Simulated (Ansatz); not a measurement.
Species: AlH2Br, charge 0, singlet. AlH2Br (SMILES [AlH2][Br]).
B3LYP-D3(BJ)/def2-TZVP minimum from Ansatz (a quantum-chemistry and plane-wave program):
```xyz
4

Al    -0.8371    -1.2928     0.2338
H     -0.3299    -2.2997     1.3256
H     -2.1255    -1.4924    -0.6400
Br     0.3811     0.5885    -0.1064
```

Wanted: atomisation energy (electronic, to ground-state atoms), in kcal/mol. UHF or UKS for unpaired electrons; spin-orbit terms are left out. Cores are frozen in correlated methods (noble-gas shells, and filled d and f shells in the p block). No relativity. CBS(X,Y): correlation extrapolated as X^-3, Hartree-Fock from the larger set. A bracket is a step between two methods taken in the basis named. Double hybrids freeze cores in their MP2 part. For partners of very few electrons the exact lower level stands in for a higher one. Spin-orbit terms, left out, reach several kcal/mol for Br and I, and more for heavier atoms.

CCSD(T)/CBS(def2-TZVPP,def2-QZVPP) + [CCSDT(Q) - CCSD(T)]/def2-TZVPP + [CCSDTQ - CCSDT(Q)]/def2-SVP (Ansatz) gives 235.4 kcal/mol.

Problem. How far off this value is PBE/def2-TZVPD (Ansatz), in which direction, and how far these levels: r2SCAN/def2-TZVPD, wB97M-V/def2-TZVPD, B2PLYP/def2-TZVPD, CCSD(T)/CBS(def2-TZVPP,def2-QZVPP)?

Solution. PBE gives 226.8 kcal/mol, 8.6 kcal/mol below it. Differences of the others: r2SCAN/def2-TZVPD (Ansatz) -0.5; wB97M-V/def2-TZVPD (Ansatz) -2.6; B2PLYP/def2-TZVPD (Ansatz) -6.9; CCSD(T)/CBS(def2-TZVPP,def2-QZVPP) (Ansatz) 0.0 kcal/mol.
